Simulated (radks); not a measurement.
Problem. Excited configurations of Pm: one electron is placed in a higher orbital outside [Xe] 4f5 6s1. The ground configuration is [Xe] 4f5 6s2. All-electron calculation, scalar-relativistic Kohn-Sham, SCAN, spin-unpolarised, spherical densities, finite nucleus; meta-GGA in the generalised Kohn-Sham scheme; Fermi nuclear charge, rms radius 4.962 fm. Program: a radial shooting solver on a logarithmic mesh with Libxc functionals. Excitation = E - E(ground); binding = E(ion) - E, where the ion is the core of charge +1; n* = 1/sqrt(2 binding) in atomic units, and the quantum defect is n - n*.

outer orbital  excitation (eV)  binding (eV)     n*  quantum defect  eigenvalue (eV)  <r> (bohr)
5f                       5.083         0.843  4.017           0.983           -0.385       18.02
6d                       4.567         1.360  3.163           2.837           -0.651       11.87
7p                       4.457         1.469  3.043           3.957           -0.872       13.54
7f                       5.522         0.405  5.798           1.202           -0.253       46.52

Estimate the row for 6f.

Solution. excitation (eV) 5.355; binding (eV) 0.572; n* 4.878; quantum defect 1.122; eigenvalue (eV) -0.328; <r> (bohr) 30.73. The Delta-SCF ionisation energy is 5.927 eV (NIST Atomic Spectra Database: 5.582 eV, measured). Self-interaction in the functional shifts the binding energies and quantum defects, so they are the method's values and not measured ones. Spin polarisation and multiplet splitting are left out, so open shells lie too high by an amount that depends on their filling. Spin-orbit splitting is averaged out at the scalar-relativistic level.

Beside tabulated values, note that spin-unpolarised runs miss the spin-polarisation part of the exchange energy of open shells.
